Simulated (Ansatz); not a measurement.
Basis-set extrapolation for BH4NSSi (`S[SiH]1BN1`) (PBE0-D4/def2-TZVP geometry, frozen core, Ansatz 0.2.0). Multiplicity 1, RHF reference.

```csv
,def2-TZVPP,def2-QZVPP
HF,-768.011236,-768.035299
MP2 correlation,-0.598356,-0.644186
CCSD(T) correlation,-0.669651,not run
```

Energies in hartree. Use E(X) = E(∞) + A·exp(−7.88·√X) for Hartree–Fock and E(X) = E(∞) + B·X^(−2.97) for correlation, with X = 3 and 4, and add CCSD(T) minus MP2 of the smaller set to the MP2 limit.

Task: What is the CCSD(T) energy at the basis-set limit?

Result: HF limit: -768.035299 + (-0.024063) × 0.13774 = -768.03861. MP2 limit: -0.644186 + (-0.045830) × 0.74074 = -0.67813. Higher-order term: -0.669651 − (-0.598356) = -0.07129. Total: -768.78803 hartree, 281.3 kJ/mol below CCSD(T)/def2-TZVPP.
